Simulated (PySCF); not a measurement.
SCF from a fresh guess for quartet [PdO3]-, at the PBE0 minimum. PySCF input:

```python
from pyscf import gto, scf, dft
mol = gto.M(atom='''
Pd     0.037880     0.067010    -0.000000
O      1.799470    -0.318130    -0.000020
O     -1.181100     1.396460    -0.000020
O     -0.876020    -1.497290     0.000050''',
    basis={'Pd': 'def2-SVPD', 'O': 'def2-SVPD'},
    ecp={'Pd': 'def2-SVPD'},
    charge=-1, spin=3)
mf = dft.UKS(mol, xc='PBE')
mf.grids.atom_grid = (50, 194)
aux = {'Pd': 'def2-universal-JKFIT', 'O': 'def2-universal-JKFIT'}
mf = mf.density_fit(auxbasis=aux)
mf.conv_tol = 1e-08
mf.diis_space = 10
mf.max_cycle = 60
mf.init_guess = 'minao'
mf.verbose = 4
mf.kernel()
```

Excerpt of the output (cycles alone):

```
init E= -342.256276001229
cycle= 1 E= -351.87426265822  delta_E= -9.62  |g|= 1.46  |ddm|= 2.96
cycle= 2 E= -336.224312157675  delta_E= 15.6  |g|= 4.08  |ddm|= 34.6
cycle= 3 E= -352.672015894219  delta_E= -16.4  |g|= 0.974  |ddm|= 34.5
cycle= 4 E= -352.269768033472  delta_E= 0.402  |g|= 1.32  |ddm|= 1.26
cycle= 5 E= -352.043280249274  delta_E= 0.226  |g|= 1.44  |ddm|= 1.74
cycle= 6 E= -353.097082748246  delta_E= -1.05  |g|= 0.165  |ddm|= 1.18
cycle= 7 E= -352.931884446835  delta_E= 0.165  |g|= 0.629  |ddm|= 0.51
cycle= 8 E= -353.105825388776  delta_E= -0.174  |g|= 0.104  |ddm|= 0.443
cycle= 9 E= -353.109388030882  delta_E= -0.00356  |g|= 0.0454  |ddm|= 0.0616
cycle= 10 E= -353.11022535003  delta_E= -0.000837  |g|= 0.0111  |ddm|= 0.0276
cycle= 11 E= -353.110282658187  delta_E= -5.73e-05  |g|= 0.00134  |ddm|= 0.0115
cycle= 12 E= -353.110282685589  delta_E= -2.74e-08  |g|= 0.00131  |ddm|= 0.00195
cycle= 13 E= -353.11028338427  delta_E= -6.99e-07  |g|= 0.000546  |ddm|= 0.000704
cycle= 14 E= -353.110283514409  delta_E= -1.3e-07  |g|= 0.000168  |ddm|= 0.000337
cycle= 15 E= -353.110283526431  delta_E= -1.2e-08  |g|= 4.98e-05  |ddm|= 9.5e-05
cycle= 16 E= -353.110283527639  delta_E= -1.21e-09  |g|= 8.99e-06  |ddm|= 4.52e-05
Extra cycle  E= -353.110283526253  delta_E= 1.39e-09  |g|= 5.69e-05  |ddm|= 4.75e-05
converged SCF energy = -353.110283526253  <S^2> = 3.7653463  2S+1 = 4.0076658
```

No lower solution of this spin was found from smeared starts or by a stability analysis within the unrestricted form.

Open d and f shells are described by one determinant, and the ground state may have another occupation or spin.

The search for the lowest solution, 3 starts and the stability check together, took 14 s on 4 threads of a shared Arm Neoverse V2 host, with 103 basis functions; the process peaked at 0.46 GiB.
